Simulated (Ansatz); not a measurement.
Frontier orbitals of CH$_{3}$AlSSe.

Cartesian coordinates in Å:
```
Al -0.293 0.832 -0.975
C -0.210 -0.424 0.543
S -1.853 -0.197 0.470
Se 0.624 -1.511 1.758
H -0.019 2.354 -0.644
H -0.237 0.192 -2.421
H 1.987 -1.247 1.269
```

Total charge 0; spin multiplicity 1. Correlated methods include outer-core shells of Se, which these sets cover unevenly. Scalar relativity is left out up to krypton. The bonds changed during the relaxation, so this is another structure than the one it started from. The geometry is a stationary point of PBE0-D4/def2-TZVP. It is one conformer, not always the lowest. Basis def2-TZVPP, Ansatz 0.2.0.

Orbital energies of one run (eV). Highest occupied ones, from the top: -6.78, -7.24, -7.87, -8.73, -10.03, -10.52, -10.83, -12.76, -14.81, -20.40, -22.96, -59.06, -59.06, -59.15. Empty: -3.08, -1.11, -0.54, -0.07, 0.85, 1.21.

(1) Which functional gave them?
A. ωB97X-V
B. BHLYP
C. HSE06 (plane-wave form)
D. LC-ωPBE

## Answers

(1) C. HOMO energies: HSE06 -6.78, ωB97X-V -9.45, BHLYP -8.20, LC-ωPBE -9.78 eV.

LC-ωPBE has ω = 0.4 bohr⁻¹.
